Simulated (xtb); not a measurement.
xtb input (GFN2-xTB):

```bash
xtb mol.xyz --gfn 2 --ohess tight --chrg -1 --uhf 0
```
mol.xyz:
```
9

B      0.18559948     0.35028029     0.26183580
Cl     0.34319097     2.12546004     0.87310636
C      1.51841132    -0.45114202    -0.05066143
C     -1.25060401    -0.21610404     0.04680480
H      1.49551794    -0.77953187    -1.10727152
H      2.39220512     0.09957359     0.17086144
H     -1.78248791    -0.23367007     1.00474551
H     -1.76410486     0.39075220    -0.71542579
H     -1.14285613    -1.31417367    -0.33758825
```

Output:

```
           -------------------------------------------------
          |                Calculation Setup                |
           -------------------------------------------------

           -------------------------------------------------
          |                 G F N 2 - x T B                 |
           -------------------------------------------------

        Reference                      10.1021/acs.jctc.8b01176
      * Hamiltonian:
        H0-scaling (s, p, d)           1.850000    2.230000    2.230000
        zeta-weighting                 0.500000
      * Dispersion:
        s8                             2.700000
        a1                             0.520000
        a2                             5.000000
        s9                             5.000000
      * Repulsion:
        kExp                           1.500000    1.000000
        rExp                           1.000000
      * Coulomb:
        alpha                          2.000000
        third order                    shell-resolved
        anisotropic                    true
        a3                             3.000000
        a5                             4.000000
        cn-shift                       1.200000
        cn-exp                         4.000000
        max-rad                        5.000000

          ...................................................
          :                      SETUP                      :
          :.................................................:
          :  # basis functions                  27          :
          :  # atomic orbitals                  26          :
          :  # shells                           14          :
          :  # electrons                        24          :
          :  max. iterations                   250          :
          :  Hamiltonian                  GFN2-xTB          :
          :  restarted?                      false          :
          :  GBSA solvation                  false          :
          :  PC potential                    false          :
          :  electronic temp.          300.0000000     K    :
          :  accuracy                    1.0000000          :
          :  -> integral cutoff          0.2500000E+02      :
          :  -> integral neglect         0.1000000E-07      :
          :  -> SCF convergence          0.1000000E-05 Eh   :
          :  -> wf. convergence          0.1000000E-03 e    :
          :  Broyden damping             0.4000000          :
          :  net charge                         -1          :
          :  unpaired electrons                  0          :
          ...................................................

 iter      E             dE          RMSdq      gap      omega  full diag
   1    -12.3986287 -0.123986E+02  0.769E+00    6.03       0.0  T
   2    -11.9948903  0.403738E+00  0.116E+01    3.43       1.0  T
   3    -12.8650635 -0.870173E+00  0.397E+00    3.01       1.0  T
   4    -12.8703034 -0.523989E-02  0.136E+00    2.97       1.0  T
   5    -12.8705280 -0.224624E-03  0.581E-01    3.14       1.0  T
   6    -12.8717457 -0.121767E-02  0.176E-01    3.08       1.0  T
[...]
     #   Z          #   Z                                           value/Å
     1   5 B        3   6 C                                       1.4218604
     1   5 B        4   6 C                                       1.6109357 (max)
     3   6 C        5   1 H                                       1.0892630
     3   6 C        6   1 H                                       1.0870454 (min)
Molecule has the following symmetry elements: (sigma)
It seems to be the Cs point group
     4   6 C        7   1 H                                       1.0936364
     4   6 C        8   1 H                                       1.0936938
     4   6 C        9   1 H                                       1.0919769

 * 2 distinct bonds (by element types)

   Z      Z             #   av. dist./Å        max./Å        min./Å
   1 H    6 C           5     1.0911231     1.0936938     1.0870454
   5 B    6 C           2     1.5163981     1.6109357     1.4218604

           -------------------------------------------------
          |               Frequency Printout                |
           -------------------------------------------------
 projected vibrational frequencies (cm⁻¹)
eigval :       -0.00    -0.00     0.00     0.00     0.00     0.00
eigval :      106.62   248.34   269.56   344.77   445.84   619.13
eigval :      749.73   777.95   845.12   883.70   969.48  1384.33
eigval :     1431.17  1530.16  1535.70  1584.96  2931.21  2943.42
eigval :     2948.82  2971.93  2980.55
 reduced masses (amu)
   1: 29.36   2: 23.48   3: 21.71   4: 11.99   5: 17.41   6: 10.82   7:  1.57   8: 14.78
   9: 13.77  10:  9.16  11: 16.19  12:  1.42  13:  3.61  14:  6.93  15:  4.78  16:  4.08
  17:  7.26  18:  2.97  19:  4.47  20:  1.62  21:  1.73  22:  8.21  23:  1.93  24:  1.90
  25:  1.72  26:  1.47  27:  1.65
 IR intensities (km·mol⁻¹)
   1:  8.72   2: 12.47   3:  9.40   4:  6.74   5:  4.44   6:  0.53   7:  0.03   8:  0.06
   9:  5.78  10:  7.28  11: 18.95  12:  4.73  13: 16.92  14:  5.32  15: 11.48  16: 22.48
  17:171.63  18:  2.38  19:118.46  20:  1.10  21:  2.04  22: 69.49  23:122.64  24: 96.61
  25:302.63  26:186.38  27: 96.96
 Raman intensities (Ä⁴*amu⁻¹)
   1:  0.00   2:  0.00   3:  0.00   4:  0.00   5:  0.00   6:  0.00   7:  0.00   8:  0.00
   9:  0.00  10:  0.00  11:  0.00  12:  0.00  13:  0.00  14:  0.00  15:  0.00  16:  0.00
  17:  0.00  18:  0.00  19:  0.00  20:  0.00  21:  0.00  22:  0.00  23:  0.00  24:  0.00
  25:  0.00  26:  0.00  27:  0.00
 output can be read by thermo (or use thermo option).
 writing <g98.out> molden fake output.
 recommended (thermochemical) frequency scaling factor: 1.0
           -------------------------------------------------
          |             Thermodynamic Functions             |
           -------------------------------------------------

cs  symmetry found (for desy threshold:  0.10E+00) used in thermo

          ...................................................
          :                      SETUP                      :
          :.................................................:
          :  # frequencies                          21      :
          :  # imaginary freq.                       0      :
          :  linear?                             false      :
          :  only rotor calc.                    false      :
          :  symmetry                               cs      :
          :  rotational number                       1      :
          :  scaling factor                  1.0000000      :
          :  rotor cutoff                   50.0000000 cm⁻¹ :
          :  imag. cutoff                  -20.0000000 cm⁻¹ :
          :.................................................:

    mode    ω/cm⁻¹     T·S(HO)/kcal·mol⁻¹    T·S(FR)/kcal·mol⁻¹   T·S(vib)
   ------------------------------------------------------------------------
       1    106.62    -0.99272 ( 95.39%)    -0.83183 (  4.61%)    -0.98530
       2    248.34    -0.51947 ( 99.84%)    -0.58157 (  0.16%)    -0.51957
       3    269.56    -0.47675 ( 99.88%)    -0.55730 (  0.12%)    -0.47685
   ------------------------------------------------------------------------

   temp. (K)  partition function   enthalpy   heat capacity  entropy
                                   cal/mol     cal/K/mol   cal/K/mol   J/K/mol
 298.15  VIB   7.91                 1773.139     12.676     10.034
         ROT  0.857E+05              888.752      2.981     25.554
         INT  0.679E+06             2661.892     15.657     35.588
         TR   0.633E+27             1481.254      4.968     38.856
Note: The following floating-point exceptions are signalling: IEEE_UNDERFLOW_FLAG IEEE_DENORMAL
normal termination of xtb
         TOT                        4143.1457    20.6249    74.4442   311.4745

       T/K    H(0)-H(T)+PV         H(T)/Eh          T*S/Eh         G(T)/Eh
   ------------------------------------------------------------------------
    298.15    0.660252E-02    0.715359E-01    0.353708E-01    0.361651E-01
   ------------------------------------------------------------------------

         :::::::::::::::::::::::::::::::::::::::::::::::::::::
         ::                  THERMODYNAMIC                  ::
         :::::::::::::::::::::::::::::::::::::::::::::::::::::
         :: total free energy         -12.776479784824 Eh   ::
         ::.................................................::
         :: total energy              -12.812644873727 Eh   ::
         :: zero point energy           0.064933399283 Eh   ::
         :: G(RRHO) w/o ZPVE           -0.028768310381 Eh   ::
         :: G(RRHO) contrib.            0.036165088902 Eh   ::
         :::::::::::::::::::::::::::::::::::::::::::::::::::::

optimized geometry written to: xtbopt.xyz

           -------------------------------------------------
          | TOTAL ENERGY              -12.812644873727 Eh   |
          | TOTAL ENTHALPY            -12.741108951527 Eh   |
          | TOTAL FREE ENERGY         -12.776479784824 Eh   |
          | GRADIENT NORM               0.000462019267 Eh/α |
          | HOMO-LUMO GAP               5.247552885297 eV   |
           -------------------------------------------------

------------------------------------------------------------------------
------------------------------------------------------------------------
 total:
 SCF:
 ANC optimizer:
 analytical hessian:
```

It need not be the lowest isomer of its formula. Whether it binds its extra electron was not tested at this geometry.
